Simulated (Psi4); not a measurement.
thallium atom (Tl), doublet (core potentials on Tl); CAM-B3LYP/def2-SVP in Psi4.

Here is a job for Psi4.
```
memory 2 GB

molecule {
0 2
Tl    0.00000000    0.00000000    0.00000000
}

set {
  basis def2-svp
  reference uks
}

energy('cam-b3lyp')
print_variables()
```

What the program printed (banner, timings and long lists left out):

```
   => Loading Basis Set <=

    Name: DEF2-SVP
    Role: ORBITAL
    Keyword: BASIS

    !!!  WARNING: ECP capability is in beta. Please check occupations closely.  !!!

         ---------------------------------------------------------
                                   SCF
               by Justin Turney, Rob Parrish, Andy Simmonett
                          and Daniel G. A. Smith
                              UKS Reference
         ---------------------------------------------------------

  ==> Geometry <==

    Molecular point group: d2h
    Geometry (in Angstrom), charge = 0, multiplicity = 2:

       Center              X                  Y                   Z               Mass
    ------------   -----------------  -----------------  -----------------  -----------------
         TL           0.000000000000     0.000000000000     0.000000000000   204.974427800000

  Running in d2h symmetry.

  Rotational constants: A = ************  B = ************  C = ************ [cm^-1]
  Rotational constants: A = ************  B = ************  C = ************ [MHz]
  Nuclear repulsion =    0.000000000000000

  Charge       = 0
  Multiplicity = 2
  Electrons    = 21
  Nalpha       = 11
  Nbeta        = 10

  ==> Algorithm <==

  SCF Algorithm Type is DF.
  DIIS enabled.
  MOM disabled.
  Fractional occupation disabled.
  Guess Type is CORE.
  Energy threshold   = 1.00e-06
  Density threshold  = 1.00e-06
  Integral threshold = 1.00e-12

  ==> Primary Basis <==

  Basis Set: DEF2-SVP
    Blend: DEF2-SVP
    Number of shells: 10
    Number of basis functions: 26
    Number of Cartesian functions: 28
    Spherical Harmonics?: true
    Max angular momentum: 2

  Core potential: DEF2-SVP
    Number of shells: 4
    Number of ECP primitives: 26
    Number of ECP core electrons: 60
    Max angular momentum: 3

  ==> DFT Potential <==

   => LibXC <=

    Version 7.1.2
    S. Lehtola, C. Steigemann, M. J. T. Oliveira, and M. A. L. Marques,  SoftwareX 7, 1–5 (2018) (10.1016/j.softx.2017.11.002)

   => Composite Functional: CAM-B3LYP <=

    CAM-B3LYP Hyb-GGA Exchange-Correlation Functional

    T. Yanai, D. P. Tew, and N. C. Handy,  Chem. Phys. Lett. 393, 51 (2004) (10.1016/j.cplett.2004.06.011)

    Deriv               =              1
    GGA                 =           TRUE
    Meta                =          FALSE

    Exchange Hybrid     =           TRUE
    MP2 Hybrid          =          FALSE

   => Exchange Functionals <=

[...]
   @S   Observed:                5.000000000E-01

    Orbital Energies [Eh]
    ---------------------

    Alpha Occupied:

[...]
    Alpha Virtual:

[...]
    Beta Occupied:

[...]
       4Ag    -0.415434

    Beta Virtual:

[...]
       8Ag    56.231451

    Final Occupation by Irrep:
             Ag   B1g   B2g   B3g    Au   B1u   B2u   B3u
    DOCC [     4,    1,    1,    1,    0,    1,    1,    1 ]
    SOCC [     0,    0,    0,    0,    0,    1,    0,    0 ]
    NA   [     4,    1,    1,    1,    0,    2,    1,    1 ]
    NB   [     4,    1,    1,    1,    0,    1,    1,    1 ]

  @DF-UKS Final Energy:  -172.45994812604135

   => Energetics <=

    Nuclear Repulsion Energy =              0.0000000000000000
    One-Electron Energy =                -301.4871048232935209
    Two-Electron Energy =                 139.6368301089975148
    DFT Exchange-Correlation Energy =     -10.6096734117453444
    Empirical Dispersion Energy =           0.0000000000000000
    VV10 Nonlocal Energy =                  0.0000000000000000
    Total Energy =                       -172.4599481260413540

  UHF NO Occupations:
  HONO-2 :    1B3g 1.9999584
  HONO-1 :    4 Ag 1.9991019
  HONO-0 :    2B1u 1.0000000
  LUNO+0 :    5 Ag 0.0008981
  LUNO+1 :    2B3g 0.0000416
  LUNO+2 :    2B2g 0.0000416
  LUNO+3 :    2B1g 0.0000005

Computation Completed

Properties will be evaluated at   0.000000,   0.000000,   0.000000 [a0]

Properties computed using the SCF density matrix

 Multipole Moments:

 ------------------------------------------------------------------------------------
     Multipole            Electronic (a.u.)      Nuclear  (a.u.)        Total (a.u.)
 ------------------------------------------------------------------------------------

 L = 1.  Multiply by 2.5417464519 to convert [e a0] to [Debye]
 Dipole X            :          0.0000000            0.0000000            0.0000000
 Dipole Y            :          0.0000000            0.0000000            0.0000000
 Dipole Z            :          0.0000000            0.0000000            0.0000000
 Magnitude           :                                                    0.0000000

 ------------------------------------------------------------------------------------

  Variable Map:
  ----------------------------------------------------------------------------
[...]
  Array Variable Map:
  ----------------------------------------------------------------------------
[...]
[...]
```
